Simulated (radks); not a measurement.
Species: the iridium ion Ir+. Configuration: [Xe] 4f14 5d8 (not the ground configuration).

All-electron calculation, scalar-relativistic Kohn-Sham, PBE, spin-polarised, spherical densities, point nucleus; open shells are filled with parallel spins first (spin-orbit coupling, left out, can overturn this in heavy ions). Program: a radial shooting solver on a logarithmic mesh with Libxc functionals.

Energy parts (eV):
total: -485104.33
kinetic: 539466.04
electron-nucleus: -1203493.36
Hartree: 188338.70
exchange-correlation: -9415.71

Orbitals (lengths in bohr, moments of r in powers of bohr; r(max) is where P^2 peaks; r(90%) holds 90 % of the orbital's charge):
1s up: occ. 1; eigenvalue (eV) -76144.09; <r> 0.01743; r(90%) 0.0318; <r^4> 4.804e-07; r(max) 0.01082
1s down: occ. 1; eigenvalue (eV) -76144.09; <r> 0.01743; r(90%) 0.0318; <r^4> 4.804e-07; r(max) 0.01082
2s up: occ. 1; eigenvalue (eV) -13324.23; <r> 0.07360; r(90%) 0.114; <r^4> 0.00007117; r(max) 0.06228
2s down: occ. 1; eigenvalue (eV) -13324.12; <r> 0.07360; r(90%) 0.114; <r^4> 0.00007117; r(max) 0.06228
2p up: occ. 3; eigenvalue (eV) -11574.42; <r> 0.06624; r(90%) 0.108; <r^4> 0.00005701; r(max) 0.05138
2p down: occ. 3; eigenvalue (eV) -11574.33; <r> 0.06624; r(90%) 0.108; <r^4> 0.00005701; r(max) 0.05138
3s up: occ. 1; eigenvalue (eV) -3120.434; <r> 0.1904; r(90%) 0.279; <r^4> 0.002590; r(max) 0.1756
3s down: occ. 1; eigenvalue (eV) -3120.394; <r> 0.1904; r(90%) 0.279; <r^4> 0.002589; r(max) 0.1756
3p up: occ. 3; eigenvalue (eV) -2608.883; <r> 0.1913; r(90%) 0.286; <r^4> 0.002822; r(max) 0.1745
3p down: occ. 3; eigenvalue (eV) -2608.838; <r> 0.1913; r(90%) 0.286; <r^4> 0.002822; r(max) 0.1745
3d up: occ. 5; eigenvalue (eV) -2046.335; <r> 0.1733; r(90%) 0.269; <r^4> 0.002173; r(max) 0.1421
3d down: occ. 5; eigenvalue (eV) -2046.255; <r> 0.1733; r(90%) 0.269; <r^4> 0.002173; r(max) 0.1421
4s up: occ. 1; eigenvalue (eV) -669.8494; <r> 0.4233; r(90%) 0.607; <r^4> 0.05913; r(max) 0.3972
4s down: occ. 1; eigenvalue (eV) -669.7407; <r> 0.4233; r(90%) 0.607; <r^4> 0.05913; r(max) 0.3972
4p up: occ. 3; eigenvalue (eV) -502.1058; <r> 0.4505; r(90%) 0.654; <r^4> 0.07901; r(max) 0.4175
4p down: occ. 3; eigenvalue (eV) -502.0057; <r> 0.4505; r(90%) 0.654; <r^4> 0.07898; r(max) 0.4175
4d up: occ. 5; eigenvalue (eV) -296.2367; <r> 0.4784; r(90%) 0.715; <r^4> 0.1120; r(max) 0.4262
4d down: occ. 5; eigenvalue (eV) -296.1206; <r> 0.4783; r(90%) 0.715; <r^4> 0.1118; r(max) 0.4263
4f up: occ. 7; eigenvalue (eV) -67.4846; <r> 0.5360; r(90%) 0.871; <r^4> 0.2690; r(max) 0.3951
4f down: occ. 7; eigenvalue (eV) -67.2962; <r> 0.5350; r(90%) 0.868; <r^4> 0.2649; r(max) 0.3950
5s up: occ. 1; eigenvalue (eV) -103.7388; <r> 0.9811; r(90%) 1.41; <r^4> 1.710; r(max) 0.8918
5s down: occ. 1; eigenvalue (eV) -102.8837; <r> 0.9786; r(90%) 1.40; <r^4> 1.693; r(max) 0.8902
5p up: occ. 3; eigenvalue (eV) -60.7814; <r> 1.141; r(90%) 1.66; <r^4> 3.327; r(max) 1.006
5p down: occ. 3; eigenvalue (eV) -59.6880; <r> 1.137; r(90%) 1.66; <r^4> 3.297; r(max) 1.003
5d up: occ. 5; eigenvalue (eV) -13.8317; <r> 1.716; r(90%) 2.70; <r^4> 23.79; r(max) 1.315
5d down: occ. 3; eigenvalue (eV) -12.5915; <r> 1.738; r(90%) 2.75; <r^4> 26.21; r(max) 1.311

The highest occupied level is 5d down at -12.591 eV. Spin moment in Bohr magnetons: 2.
